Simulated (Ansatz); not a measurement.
Reaction: BNH3Br (SMILES NBBr) → BNH3 (SMILES N[BH], doublet) + Br (doublet) (the B-Br bond breaks)
Each species at its own B3LYP-D3(BJ)/def2-TZVP minimum (Ansatz, an electronic-structure program), one conformer.

Quantity: bond dissociation energy (electronic), in kcal/mol. UHF or UKS for unpaired electrons; spin-orbit terms are left out. Correlated methods leave the cores frozen (noble-gas shells, and filled d and f shells in the p block). No relativity. CBS(X,Y): correlation extrapolated as X^-3, Hartree-Fock from the larger set. A bracket is a step between two methods taken in the basis named. Spin-orbit terms, left out, reach several kcal/mol for Br and I, and more for heavier atoms.

CCSD(T)/CBS(cc-pVTZ,cc-pVQZ) + [CCSDT(Q) - CCSD(T)]/cc-pVTZ (Ansatz) gives 110.9 kcal/mol.

Question: How far off this value is PBE/def2-TZVPD (Ansatz), in which direction, and how far these levels: B3LYP/def2-TZVPD, PBE0/def2-TZVPD, wB97M-V/def2-TZVPD, CCSD(T)/CBS(cc-pVTZ,cc-pVQZ)?

Answer: PBE gives 109.8 kcal/mol, 1.1 kcal/mol below it. Differences of the others: B3LYP/def2-TZVPD (Ansatz) -5.7; PBE0/def2-TZVPD (Ansatz) -2.1; wB97M-V/def2-TZVPD (Ansatz) 0.0; CCSD(T)/CBS(cc-pVTZ,cc-pVQZ) (Ansatz) 0.1 kcal/mol.
